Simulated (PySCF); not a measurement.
## K⁷⁺ (potassium, charge +7): Hartree-Fock from Schrödinger to Dirac-Coulomb-Breit

Occupied: 1s1/2, 2s1/2, 2p1/2, 2p3/2, 3s1/2. Hartree-Fock calculated with PySCF 2.14 in an even-tempered Gaussian basis (22 s from 0.14 bohr⁻², ratio 2.3; 15 p from 0.17 bohr⁻², ratio 2.3), Gaussian nucleus throughout. NR is non-relativistic, sf-X2C the spin-free one-electron X2C Hamiltonian, X2C adds the bare one-electron spin-orbit term, X2C-SNSO screens it by Boettger's factors, DC is four-component Dirac-Coulomb, and the Gaunt and Breit terms are added at first order (total energies over the DC spinors, levels after relaxing the spinors in that mean field). QED terms are absent. Levels marked empty are virtual spinors of this ion; the basis has s and p functions only, so 3d, which can lie below the n = 4 levels, is absent.

```
   level (eV)       NR   sf-X2C      X2C  X2C-SNSO
        1s1/2  -3777.7  -3794.3  -3794.3   -3794.3
        2s1/2  -530.02  -533.28  -533.27   -533.27
        2p1/2  -449.26  -449.57  -451.88   -451.63
        2p3/2  -449.26  -449.57  -448.43   -448.55
        3s1/2  -152.30  -152.89  -152.89   -152.89
3p1/2 (empty)  -116.40  -116.48  -116.79   -116.76
3p3/2 (empty)  -116.40  -116.48  -116.33   -116.34
4s1/2 (empty)  -62.474  -62.650  -62.650   -62.650
```

**Question.** Where do the four-component calculations put these levels?

**Answer.** 1s1/2: DC -3795.5, DC+Gaunt -3792.7, DC+Breit -3792.9; 2s1/2: DC -533.37, DC+Gaunt -533.20, DC+Breit -533.21; 2p1/2: DC -451.63, DC+Gaunt -451.33, DC+Breit -451.36; 2p3/2: DC -448.60, DC+Gaunt -448.40, DC+Breit -448.44; 3s1/2: DC -152.91, DC+Gaunt -152.88, DC+Breit -152.88; 3p1/2 (empty): DC -116.75, DC+Gaunt -116.71, DC+Breit -116.72; 3p3/2 (empty): DC -116.35, DC+Gaunt -116.32, DC+Breit -116.33; 4s1/2 (empty): DC -62.654, DC+Gaunt -62.646, DC+Breit -62.647 (eV).

```csv
Hamiltonian,E (hartree),E − E(DC) (hartree),CPU seconds
NR,-583.1808,2.3552,0.6
sf-X2C,-585.4735,0.0625,0.33
X2C,-585.4764,0.0596,0.42
X2C-SNSO,-585.4758,0.0601,0.42
DC,-585.5359,0.0000,14
DC+Gaunt,-585.3667,0.1692,27
DC+Breit,-585.3796,0.1563,88
```

Weight of the small component: 1s1/2 0.00461, 2s1/2 0.000782, 2p1/2 0.000745, 2p3/2 0.000739, 3s1/2 0.000184, 3p1/2 0.000158, 3p3/2 0.000158, 4s1/2 6.88e-05.

Koopmans' value for the highest occupied level at DC+Breit: 152.88 eV, against an ionisation energy of 154.87 ± 0.05 eV (semi-empirical (NIST evaluation); NIST Atomic Spectra Database, ionization energies); the former lacks relaxation, correlation, QED and recoil.

The whole ladder took 130 s of wall time on 1 thread of Neoverse-V1 (shared host), launched as `OMP_NUM_THREADS=1 python relrun2.py TASK.json OUT` (a driver that calls PySCF for each Hamiltonian).
